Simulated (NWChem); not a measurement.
Molecule: silicon monosulfide (SiS, singlet); SMILES [Si]=S

Computed with NWChem. Low-valent species are run as closed-shell singlets; no triplet was tried in these runs. Structure relaxed at the PBE0-D3(BJ)/def2-TZVP level. Vertical excitations in the gas phase; the lowest state need not have the same character in each row.

For level BHandHLYP/def2-SVP, TDA:

orbital gap (eV): 7.71

Q: How do the values read with level B3LYP/def2-SVP, TDA instead?

A: 
| Quantity | Result |
|---|---|
| orbital gap (eV) | 5.42 |
